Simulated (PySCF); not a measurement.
Cartesian coordinates (Å):
```xyz
9

Zn    -0.0001     0.0000     0.0000
C     -0.6110    -0.4851    -1.7847
H     -0.3411    -1.5337    -2.0347
H     -0.1585     0.1700    -2.5601
H     -1.7150    -0.3942    -1.8739
C      0.6108     0.4850     1.7847
H     -0.2431     0.7229     2.4551
H      1.2730     1.3772     1.7583
H      1.1843    -0.3423     2.2556
```
Charge 0, spin multiplicity 1.

### Question
Predict the HOMO, charge on the central atom (Mulliken) and charge on the central atom (meta-Löwdin) from PySCF with TPSSh-D3(BJ)/def2-TZVP // BP86-D3(BJ)/def2-SVP.

### Answer

```json
{
 "HOMO": "-6.51 eV",
 "charge on the central atom (Mulliken)": "0.35 e",
 "charge on the central atom (meta-Löwdin)": "1.04 e"
}
```
